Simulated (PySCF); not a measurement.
diphosphane cation (H₄P₂), SMILES PP (connectivity only; charge and spin as stated), charge +1, multiplicity 2.

Geometry optimised at B3LYP-D3(BJ)/def2-TZVP. The multiplicity is an assumed one; other spin states were not compared.

Calculation: PBE0/def2-TZVPD (PySCF).

```yaml
total_energy: -684.54015 hartree
point_group: C2h
"α spin, highest occupied and lowest empty level": -13.55 and -6.17 eV
"β spin, highest occupied and lowest empty level": -14.58 and -10.29 eV
dipole_moment_about_the_centre_of_nuclear_charge: 0.000 e·Å
mean_static_polarisability: 50.7 bohr³ (7.52 Å³)
polarisability_principal_values: 38.0, 40.4, 73.8 bohr³
"⟨S²⟩": 0.764 (pure state 0.75)
```
